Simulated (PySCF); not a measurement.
Output of ΔSCF core-hole calculations on `B1SCCS1`.

The calculation used PySCF 2.14.0, delta-SCF UKS SCAN, pcX-2 on the ionised atom, pcseg-1 elsewhere, spin-free X2C. Atoms in this output count from 0. The cycles run on a coarse integration grid; for E(ground) and E(ion) the exchange–correlation energy is redone on a finer one, so they differ from the last cycle, and only they enter the binding energy.

Coordinates (Å, GFN2-xTB):
```
B      1.792451     0.096760    -0.079804
S      0.874686    -1.112208    -0.997371
C     -0.742658    -0.764154    -0.186989
C     -0.801348     0.681543     0.249179
S      0.833109     1.204238     0.919850
H      2.951125     0.159078    -0.129884
H     -0.812215    -1.442063     0.664945
H     -1.528231    -0.999677    -0.902714
H     -1.015216     1.344351    -0.590648
H     -1.542820     0.836785     1.030909
```

```
ground state, core basis on atom 0 (B), 134 functions
  cycle   1  E = -902.40850591  |g| = 2.73e-01
  cycle   2  E = -902.40255920  |g| = 3.19e-01
  cycle   3  E = -902.43274199  |g| = 7.18e-02
  cycle   4  E = -902.43413118  |g| = 2.17e-02
  cycle   5  E = -902.43426079  |g| = 6.97e-03
  cycle   6  E = -902.43427242  |g| = 2.45e-03
  cycle   7  E = -902.43427699  |g| = 1.16e-03
  cycle   8  E = -902.43427810  |g| = 1.73e-04
  E(ground) = -902.46948111 Eh
hole in B 1s of atom 0
  cycle   1  E = -894.80265904  |g| = 1.18e+00
  cycle   2  E = -893.34130670  |g| = 1.96e+00
  cycle   3  E = -895.10960176  |g| = 4.41e-01
  cycle   4  E = -895.19214410  |g| = 2.68e-01
  cycle   5  E = -895.23458394  |g| = 6.34e-02
  cycle   6  E = -895.23664470  |g| = 2.40e-02
  cycle   7  E = -895.23680429  |g| = 2.30e-02
  cycle   8  E = -895.23711665  |g| = 1.54e-02
  cycle   9  E = -895.23731741  |g| = 5.27e-03
  cycle  10  E = -895.23735469  |g| = 2.60e-03
  cycle  11  E = -895.23736480  |g| = 4.92e-04
  E(ion) = -895.27392259 Eh   <S^2> = 0.8303   hole on atom = 1.000
```

Problem. What is the B 1s binding energy of atom 0?

Solution. (-895.273923 − (-902.469481)) Eh × 27.2114 eV/Eh = 195.80 eV, for the three-coordinate boron.

Isolated species at its GFN2-xTB geometry (one conformer only).

The run took 25 s of wall time on one thread, Arm Neoverse V1, no GPU, on a shared host.
Labels such as C1 count atoms from 1, the log's own numbers from 0.
